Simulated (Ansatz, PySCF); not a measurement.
Al(F)(OMe)(SiH3) (CH₆AlFOSi), SMILES [O](C)[Al]([F])[SiH3].

Geometry: B3LYP-D3(BJ)/def2-SVP. The structure was generated by enumeration; whether it is a known compound was not checked. The values are those of a single conformer.

Vertical ionisation energy (IE) and electron affinity (EA) in eV. Rows of orbital energies are one-electron estimates. Where ΔSCF, EOM or ADC give a negative EA the extra electron is unbound and the value depends on the basis.

| level | IE | EA |
|---|---|---|
| −ε(HOMO), −ε(LUMO), ωB97X/def2-TZVP (PySCF) | 10.68 | -0.84 |
| −ε(HOMO), −ε(LUMO), PBE/def2-TZVP (PySCF) | 6.88 | 1.87 |
| ΔSCF, PBE0/def2-SVPD (Ansatz), final states of multiplicity 2 and 2 | 10.34 | -0.42 |
| ΔSCF, PBE/def2-SVPD (Ansatz), final states of multiplicity 2 and 2 | 9.89 | -0.36 |

**Question.** What vertical singlet–triplet gap does ΔSCF give with PBE0/def2-SVPD (Ansatz, an electronic-structure program) and with PBE/def2-SVPD (Ansatz)? (An estimate is asked for; the answer gives what the named calculation found.)

**Answer.** 5.02 and 4.84 eV (triplet above singlet where positive).
